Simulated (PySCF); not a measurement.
## Computed properties of BH3OSe2, SMILES OB([SeH])[SeH]

BH3OSe2, SMILES OB([SeH])[SeH]. Geometry: PBE0-D3(BJ)/def2-SVP. The structure was generated by enumeration, and PubChem lists no compound with its InChIKey, so it may never have been made. The values are those of a single conformer. All values are computed for the isolated molecule unless a solvent is named; none is compared with measurement here.

**Structure.** The optimised structure has Cs symmetry. All 15 harmonic modes at PBE0-D3(BJ)/def2-SVP (PySCF) are real, so it is a minimum. With heavy atoms numbered as in [B:1]([OH:2])([SeH:4])[SeH:6], the shortest bond between them is B1–O2 at 1.351 Å and the longest B1–Se4 at 1.962 Å.

**Vibrations.** The strongest infrared lines (harmonic, unscaled, degenerate partners summed) lie at 1083 cm⁻¹ (276 km/mol, H 57 %, B 31 %, O 12 %), 1366 cm⁻¹ (230 km/mol, B 67 %, O 30 %), 822 cm⁻¹ (141 km/mol, H 54 %, B 39 %). The softest mode is at 145 cm⁻¹ and the zero-point energy is 22.5 kcal/mol.

**Electronic structure.** CAM-B3LYP/def2-TZVP (PySCF) places the frontier levels at -8.23 and 0.46 eV, a gap of 8.69 eV, and gives a dipole moment of 2.10 D and a mean polarisability of 69.4 bohr³. PBE/def2-TZVP (PySCF) at the same geometry gives -5.86 and -1.33 eV, so its gap is 4.16 eV narrower. An orbital gap is neither the optical nor the fundamental gap.

**Excitations.** TDA-CAM-B3LYP/def2-SVPD (PySCF) has S1 at 5.14 eV (241 nm, f = 0.000, dark); the most intense of the 10 singlets computed lies at 5.94 eV (f = 0.24). T1 (TDA) is at 4.78 eV, 0.36 eV under S1. TDA-PBE/def2-SVPD (PySCF) puts S1 at 4.46 eV. No vertical singlet excitation falls in the visible range (under 3.1 eV).

**NMR.** GIAO shifts at PBE0/pcSseg-1 (PySCF) (non-relativistic, atoms alike by connectivity averaged): ¹H from 2.0 to 5.1 ppm against TMS; ¹¹B at 41.0 ppm against BF3.
